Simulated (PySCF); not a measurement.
SMILES [OH+]([SiH3])[SiH3] (charge +1), CAM-B3LYP/def2-SVP optimised geometry.

```
10

Si    -0.42    -0.16     0.00
O     -0.85    -0.71    -1.67
Si    -1.84     0.15    -2.94
H      1.05    -0.16     0.00
H     -1.05     1.17     0.00
H     -1.04    -1.17     0.88
H     -0.52    -1.59    -1.94
H     -3.14     0.36    -2.28
H     -1.83    -0.85    -4.02
H     -1.07     1.38    -3.20
```

Density from PySCF 2.14.0 with CAM-B3LYP/def2-TZVP at that geometry.

Minimum of the electron density along straight lines between bonded atoms, close to the bond critical point (lines longer than 1.1 times the sum of covalent radii, or with two minima, are not listed):

```json
[
 {"bond": "Si1–O2", "length / Å": "1.813", "ρ at the minimum / e bohr⁻³": "0.090", "∇²ρ there / e bohr⁻⁵": "0.42", "position (fraction from the first atom)": "0.40"},
 {"bond": "O2–Si3", "length / Å": "1.818", "ρ at the minimum / e bohr⁻³": "0.088", "∇²ρ there / e bohr⁻⁵": "0.41", "position (fraction from the first atom)": "0.60"},
 {"bond": "Si1–H4", "length / Å": "1.473", "ρ at the minimum / e bohr⁻³": "0.131", "∇²ρ there / e bohr⁻⁵": "0.12", "position (fraction from the first atom)": "0.49"},
 {"bond": "Si1–H5", "length / Å": "1.474", "ρ at the minimum / e bohr⁻³": "0.130", "∇²ρ there / e bohr⁻⁵": "0.12", "position (fraction from the first atom)": "0.49"},
 {"bond": "Si1–H6", "length / Å": "1.474", "ρ at the minimum / e bohr⁻³": "0.131", "∇²ρ there / e bohr⁻⁵": "0.12", "position (fraction from the first atom)": "0.49"},
 {"bond": "O2–H7", "length / Å": "0.975", "ρ at the minimum / e bohr⁻³": "…", "∇²ρ there / e bohr⁻⁵": "…", "position (fraction from the first atom)": "0.82"},
 {"bond": "Si3–H8", "length / Å": "1.473", "ρ at the minimum / e bohr⁻³": "0.131", "∇²ρ there / e bohr⁻⁵": "0.12", "position (fraction from the first atom)": "0.49"},
 {"bond": "Si3–H9", "length / Å": "1.473", "ρ at the minimum / e bohr⁻³": "0.131", "∇²ρ there / e bohr⁻⁵": "0.12", "position (fraction from the first atom)": "0.49"},
 {"bond": "Si3–H10", "length / Å": "1.473", "ρ at the minimum / e bohr⁻³": "0.131", "∇²ρ there / e bohr⁻⁵": "0.12", "position (fraction from the first atom)": "0.49"}
]
```

Q: What belongs in the gaps?

A: 
- O2–H7, ρ at the minimum / e bohr⁻³: 0.336
- O2–H7, ∇²ρ there / e bohr⁻⁵: -2.36
